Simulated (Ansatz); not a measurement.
Consider the redistribution: `B[SiH2]B` + `N[SiH2][InH2]` → `B[SiH2][InH2]` + `B[SiH2]N`.

Isolated molecules relaxed with PBE0-D4/def2-TZVP in Ansatz; ΔE leaves out vibrations. CCSD(T)/CBS is the MP2 limit (def2-TZVPP, def2-QZVPP) plus CCSD(T) − MP2 in def2-TZVPP, frozen cores. Functionals use def2-TZVPP. def2 core potentials past Kr. For In outer-core shells are correlated without core-valence functions, which leaves a few kJ/mol of doubt a bond. Each species was taken in one conformer, which may not be the lowest.

```tsv
level	ΔE (eV)
r2SCANh-D4	-0.34
r2SCAN0-D4	-0.31
CAM-B3LYP-D4	-0.18
r2SCAN	-0.35
BHLYP	-0.09
MP2/def2-QZVPP	-0.39
HF/CBS(def2)	0.23
MP2/CBS(def2)	-0.40
```

**Question.** What does CCSD(T)/CBS give? (An estimate is asked.)

**Answer.** Computed: -0.30 eV. The listed levels differ from it by -0.04, -0.01, 0.12, -0.05, 0.21, -0.09, 0.53, -0.10 eV.

Largest T1 diagnostic among the species: 0.015.

From r2SCAN to r2SCAN0 (25 % exact exchange), in def2-TZVPP and without D4, ΔE moves by +0.05 eV. In def2-TZVPP, CCSD(T) changes the Hartree–Fock value by −0.52 eV (the triples alone add −0.09 eV) and MP2 by −0.61 eV. At CCSD(T), def2-SVP lies +0.05 eV from the extrapolated value and def2-TZVPP +0.01 eV.
